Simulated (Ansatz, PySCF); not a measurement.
SnI₃, SMILES [I][Sn+]([I])[I], charge +1.

Geometry optimised at PBE0-D3(BJ)/def2-SVP. The spin state was assumed, not searched. The isomer is the one that the SMILES or the coordinates give; other isomers of the formula were not compared. The def2 effective core potentials stand for the cores of I, Sn; spin–orbit coupling is left out.

Vertical ionisation energy (IE) and electron affinity (EA) in eV. Rows of orbital energies are one-electron estimates. Where ΔSCF, EOM or ADC give a negative EA the extra electron is unbound and the value depends on the basis.

```
level                                                                        IE    EA
------------------------------------------------------------------------  -----  ----
−ε(HOMO), −ε(LUMO), M06-2X/def2-TZVP (PySCF)                              13.67  7.71
−ε(HOMO), −ε(LUMO), PBE/def2-TZVP (PySCF)                                 11.33  9.19
ΔSCF, CAM-B3LYP/def2-SVPD (Ansatz), final states of multiplicity 2 and 2  14.50  7.10
ΔSCF, PBE/def2-SVPD (Ansatz), final states of multiplicity 2 and 2        13.66  7.00
```

What vertical singlet–triplet gap does ΔSCF give with CAM-B3LYP/def2-SVPD (Ansatz, a program for electronic structure) and with PBE/def2-SVPD (Ansatz)? (Estimate from the structure and the level; the computed values follow.)

2.70 and 2.00 eV (triplet above singlet where positive).
